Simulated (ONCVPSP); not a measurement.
## What one change does to a pseudopotential (La, ONCV)

lanthanum, optimised norm-conserving Vanderbilt (ONCV), made with ONCVPSP 4.0.1 (LDA (Perdew-Zunger), scalar-relativistic). Core [Kr] 4d10, reference 5s2 5p6 5d2 6s1. Waves: 5s+6s: rc 2.60 bohr, ncon 3, nbas 6, qcut 5.8 1/bohr, 2 projectors; 5p: rc 1.80 bohr, ncon 4, nbas 8, qcut 4.6 1/bohr, 2 projectors, debl 3.6 Ha; 5d: rc 3.65 bohr, ncon 4, nbas 9, qcut 4.6 1/bohr, 2 projectors, debl 2.5 Ha; f scattering state at 0.06 Ha: rc 2.90 bohr, ncon 3, nbas 8, qcut 3.5 1/bohr, 2 projectors, debl 2.2 Ha. Local part: polynomial inside 1.40 bohr (lpopt 4, dvloc0 0 Ha). Core correction: Teter function, fcfact 2.5, rcfact 1.55.

In the f channel the program set the typed energies aside and used -0.111, 2.089 Ha.

Change: d: rc 4.3.

Cutoffs: the cutoffs (Ha) at which the residual kinetic energy of the hardest occupied pseudo-wave falls to 1 and 0.1 mHa per electron; they do not see the model core or the augmentation charge, which bear on the density cutoff. Errors are all-electron minus pseudo energies relative to the spin-unpolarised reference configuration.

**Question.** Predict the effect on cutoff, ghosts and configuration errors.

**Answer.** The potential gets neither clearly harder nor softer (19 Ha and 58 Ha → 19 Ha and 58 Ha); the number of tests that count goes from 4 to 3; of the 3 tests that both files solve, the error grows in 3 and shrinks in 0 by more than 15 % and 0.3 meV (median size 0.5 → 2.7 meV); neither file shows a bound ghost. More of the atom is replaced by a form fitted at one configuration, so other configurations suffer.

| quantity | base | changed |
| --- | --- | --- |
| cutoff, loose | 19 Ha | 19 Ha |
| cutoff, tight | 58 Ha | 58 Ha |
| loose cutoff by channel | s 8.8 Ha, p 19 Ha, d 5.5 Ha | s 8.8 Ha, p 19 Ha, d 5.0 Ha |
| bound ghosts | none | none |
| GHOST(+) flags under 300 eV | s at 56.2 eV | s at 56.2 eV |
| tests counted (converged, no solver errors) | 4 of 4 | 3 of 4 |
| error for 5s2 5p6 5d1 6s2, meV [ΔE -0.83 eV] | -0.7 | +2.7 |
| error for 5s2 5p6 5d1 6s1, meV [ΔE 5.34 eV] | +0.5 | +1.7 |
| error for 5s2 5p6 5d1 6s0, meV [ΔE 16.49 eV] | 0.0 | -5.4 |
| s: phases at 2.64 bohr within 0.05 rad from the reference energy up to (Ha; the scan ends near 5) | 1.9 | 1.9 |
| p: phases at 1.82 bohr within 0.05 rad from the reference energy up to (Ha; the scan ends near 5) | 4.4 | 4.4 |
| f: phases at 2.94 bohr within 0.05 rad from the reference energy up to (Ha; the scan ends near 5) | 0.1 | 0.1 |
| rms error of d²Exc/dni dnj with the model core, mHa | 0.26 | 0.28 |

Base: The cutoffs count occupied waves only; projector 2 of the f channel, the hardest unoccupied one, needs 79 Ha at the loose tolerance. These tests converged, but a pseudo level misses the all-electron one widely, so the file describes the atom poorly there or has found another state: 4f1 5s2 5p6 5d1 6s0: 4f by 2.9 eV. Changed file: The cutoffs count occupied waves only; projector 2 of the f channel, the hardest unoccupied one, needs 79 Ha at the loose tolerance. Tests not counted: 4f1 5s2 5p6 5d1 6s0 (no result).
